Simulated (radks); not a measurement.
The numbers below are computed, except where a source is named.
Task: The mean radii <r> (bohr) of the occupied orbitals of an atom or ion are listed with their occupations. Level of theory: scalar-relativistic Kohn-Sham, XLYP, spin-polarised, spherical densities, point nucleus (a radial shooting solver on a logarithmic mesh with Libxc functionals).

| orbital | occ. | <r> |
|---|---|---|
| 1s up | 1 | 0.01866 |
| 1s down | 1 | 0.01866 |
| 2s up | 1 | 0.07890 |
| 2s down | 1 | 0.07890 |
| 2p up | 3 | 0.07052 |
| 2p down | 3 | 0.07052 |
| 3s up | 1 | 0.2027 |
| 3s down | 1 | 0.2027 |
| 3p up | 3 | 0.2022 |
| 3p down | 3 | 0.2022 |
| 3d up | 5 | 0.1825 |
| 3d down | 5 | 0.1825 |
| 4s up | 1 | 0.4144 |
| 4s down | 1 | 0.4144 |
| 4p up | 3 | 0.4268 |
| 4p down | 3 | 0.4269 |
| 4d up | 1 | 0.4263 |

Name the element and its charge. Open shells, if any, are filled with parallel spins first.

Result: Z = 73, tantalum, charge +36: Ta36+ in [Kr] 4d1. The 1s radius gives Z: for a bare nucleus <r> = (2 gamma + 1)/(2Z) with gamma = sqrt(1 - (Z/c)^2), 0.01844 bohr for Z = 73, and screening makes it slightly larger (0.01866 here). The occupations add up to 37, and the charge is Z minus that.
